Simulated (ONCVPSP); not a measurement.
## What one change does to a pseudopotential (V, ONCV)

vanadium (V), optimised norm-conserving Vanderbilt (ONCV), made with ONCVPSP 4.0.1 (PBE, scalar-relativistic). Core [Ne], reference 3s2 3p6 3d3 4s2. Waves: 3s+4s: rc 1.55 bohr, ncon 5, nbas 8, qcut 6.2 1/bohr, 2 projectors; 3p: rc 1.50 bohr, ncon 3, nbas 7, qcut 8.4 1/bohr, 2 projectors, debl 3.4 Ha; 3d: rc 1.15 bohr, ncon 3, nbas 7, qcut 9.3 1/bohr, 2 projectors, debl 3.4 Ha. Local part: polynomial inside 0.75 bohr (lpopt 5, dvloc0 0 Ha). Core correction: Teter function, fcfact 1.5, rcfact 1.2.

Change: s: rc 2.02.

Cutoffs: the cutoffs (Ha) at which the residual kinetic energy of the hardest occupied pseudo-wave falls to 1 and 0.1 mHa per electron; they do not see the model core or the augmentation charge, which bear on the density cutoff. Errors are all-electron minus pseudo energies relative to the spin-unpolarised reference configuration.

Q: How do hardness, ghosts and transferability respond?

A: The potential gets neither clearly harder nor softer (46 Ha and 150 Ha → 46 Ha and 150 Ha); the d channel sets the loose cutoff, while the largest relative change is in s, which becomes softer; of the 4 tests that both files solve, the error grows in 3 and shrinks in 0 by more than 15 % and 0.3 meV (median size 0.7 → 1.5 meV); neither file shows a bound ghost. More of the atom is replaced by a form fitted at one configuration, so other configurations suffer.

| quantity | base | changed |
| --- | --- | --- |
| cutoff, loose | 46 Ha | 46 Ha |
| cutoff, tight | 150 Ha | 150 Ha |
| loose cutoff by channel | s 21 Ha, p 23 Ha, d 46 Ha | s 8.6 Ha, p 23 Ha, d 46 Ha |
| bound ghosts | none | none |
| GHOST(+) flags under 300 eV | none | s at 135.3 eV |
| error for 3s2 3p6 3d3 4s1, meV [ΔE 7.74 eV] | -0.5 | -0.6 |
| error for 3s2 3p6 3d3 4s0, meV [ΔE 22.03 eV] | -1.7 | -2.4 |
| error for 3s2 3p6 3d2 4s0, meV [ΔE 50.93 eV] | -0.3 | -1.5 |
| error for 3s2 3p6 3d3 4s0 4p1, meV [ΔE 11.84 eV] | -0.9 | -1.5 |
| p: phases at 1.52 bohr within 0.05 rad from the reference energy up to (Ha; the scan ends near 5) | to the end of the scan | to the end of the scan |
| d: phases at 1.17 bohr within 0.05 rad from the reference energy up to (Ha; the scan ends near 5) | to the end of the scan | to the end of the scan |
| rms error of d²Exc/dni dnj with the model core, mHa | 1.03 | 1.18 |
